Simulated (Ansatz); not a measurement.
Reaction (substitution at a C–O bond): `CC(=O)O[SiH](F)F` + CH₃NH₂ → `CNC(C)=O` + `O[SiH](F)F`

Computed with Ansatz on PBE0-D4/def2-TZVP structures; ΔE is electronic, products minus reactants. CCSD(T)/CBS is the MP2 limit (def2-TZVPP, def2-QZVPP) plus CCSD(T) − MP2 in def2-TZVPP, frozen cores. DFT in def2-TZVPP. B3LYP here is the variant with VWN-RPA as its local correlation; programs differ in this. One conformer a species, not always the lowest.

```tsv
level	ΔE (kcal/mol)	difference from CCSD(T)/CBS
PBE-D4	-10.8	-1.3
r2SCAN-D4	-10.1	-0.6
PBE0-D4	-10.6	-1.1
B3LYP-D4	-10.0	-0.5
ωB97X-V	-9.1	0.4
ωB97M-V	-9.2	0.3
B2PLYP	-10.0	-0.5
PBE	-10.9	-1.4
r2SCAN	-10.2	-0.7
PBE0	-10.7	-1.2
B3LYP	-10.3	-0.8
HF/def2-TZVPP	-7.5	2.0
MP2/def2-TZVPP	-10.2	-0.7
SCS-MP2/def2-TZVPP	-9.1	0.4
CCSD/def2-TZVPP	-8.6	0.9
CCSD(T)/def2-TZVPP	-8.8	0.7
HF/def2-QZVPP	-7.4	2.1
MP2/def2-QZVPP	-10.6	-1.1
SCS-MP2/def2-QZVPP	-9.5	0.0
HF/CBS(def2)	-7.4	2.1
MP2/CBS(def2)	-11.0	-1.5
CCSD/CBS(def2)	-9.3	0.2
CCSD(T)/CBS	-9.5	0
```

Largest T1 diagnostic among the species: 0.014.

In def2-TZVPP, CCSD(T) changes the Hartree–Fock value by −1.2 kcal/mol (the triples alone add −0.2 kcal/mol) and MP2 by −2.7 kcal/mol.
